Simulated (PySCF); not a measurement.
H₂Sn, SMILES [SnH2+], charge +1, multiplicity 2. Geometry: PBE0-D3(BJ)/def2-TZVPD. The def2 effective core potentials stand for the cores of Sn; spin–orbit coupling is left out.

Computed with PySCF 2.14.0 with PBE0-D3(BJ)/def2-TZVPD.

Harmonic wavenumbers (cm⁻¹): 676, 1787, 1875. Rotational constants (GHz): 345.3, 112.0, 84.59; symmetry number 2.

### Question
Work out the zero-point energy and the ideal-gas rigid-rotor harmonic-oscillator thermochemistry at 298.15 K and 1 atm.

### Answer
ZPE = ½ Σ hcν = ½ × 4338 cm⁻¹ = 6.20 kcal/mol. H − E(el) = 8.65 kcal/mol. Entropy in cal/(mol K): translation 40.28, rotation 13.87, vibration 0.34, spin 1.38, total 55.87. G − E(el) = -8.01 kcal/mol. Cp = 8.87 cal/(mol K).
